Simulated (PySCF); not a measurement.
A PySCF script (with the pyscf-properties extension) for the NMR shieldings of SMILES C=C([BH2-][N+]#CC)COC=O, C6H10BNO2, on a GFN2-xTB geometry:

```python
import basis_set_exchange as bse
import numpy as np
from pyscf import gto, dft
from pyscf.prop import nmr

atoms = """
C    -1.830125   -2.311709   -0.444871
C    -1.204585   -1.151794   -0.311297
B    -0.541457   -0.355297   -1.559657
N     0.779305    0.125840   -1.111980
C     1.759948    0.512640   -0.656111
C     2.979432    0.992436   -0.092406
C    -1.126669   -0.535491    1.065602
O    -1.583910    0.828897    1.070446
C    -0.724154    1.784516    1.277807
O     0.453845    1.688750    1.506505
H    -2.315471   -2.817048    0.379653
H    -1.881906   -2.810116   -1.397179
H    -1.163915    0.625656   -1.836982
H    -0.343736   -1.057891   -2.497816
H     3.660758    0.160589    0.085714
H     3.446284    1.708590   -0.767946
H     2.742254    1.484472    0.851852
H    -0.092678   -0.551617    1.433667
H    -1.770981   -1.066975    1.774010
H    -1.247387    2.756231    1.227952
"""
names = dict.fromkeys(["C", "B", "N", "O", "H"], "pcSseg-1")
basis = {el: gto.basis.parse(bse.get_basis(n, elements=[el], fmt="nwchem")) for el, n in names.items()}
mol = gto.M(atom=atoms, basis=basis, charge=0, verbose=0)
mf = dft.RKS(mol, xc="PBE0")
mf.grids.level = 2
mf.grids.alignment = dft.numint.BLKSIZE   # the property module wants whole blocks of grid points
mf.conv_tol = 1e-9
mf.kernel()

calc = nmr.RKS(mf)   # GIAO
C = mf.mo_coeff
Co = C[:, mf.mo_occ > 0]
resp = mf.gen_response(singlet=True, hermi=2)
def vind(x):   # induced exchange potential for any number of trial vectors
    d = np.einsum("pi,xij,qj->xpq", C, 2 * x.reshape(-1, C.shape[1], Co.shape[1]), Co, optimize=True)
    return np.einsum("xpq,pi,qj->xij", resp(d - d.transpose(0, 2, 1)), C, Co, optimize=True).ravel()
mo1, _ = nmr.rhf.solve_mo1(calc, with_cphf=vind)
sigma = calc.kernel(mo1)
for i, s in enumerate(sigma):   # ppm
    print("%2d %-2s %9.2f" % (i, mol.atom_pure_symbol(i), np.trace(s) / 3))
```

Problem. Give the expected output.

Solution. 
```
 0 C      60.41
 1 C      24.56
 2 B     133.63
 3 N      40.81
 4 C      64.73
 5 C     183.57
 6 C     115.25
 7 O     106.72
 8 C      18.78
 9 O     -64.21
10 H      26.16
11 H      26.31
12 H      29.18
13 H      29.41
14 H      29.50
15 H      29.53
16 H      28.29
17 H      25.51
18 H      27.58
19 H      23.42
```

These numbers come from an equivalent density-fitted implementation of the same equations, which agrees with the script to about 0.01 ppm for H and up to a few tenths of a ppm for heavy atoms, so last digits may differ.

Size and cost of the density-fitted run: 220 basis functions, 77 s wall time on 1 thread of an Arm Neoverse N1, shared host; peak memory 0.89 GiB.
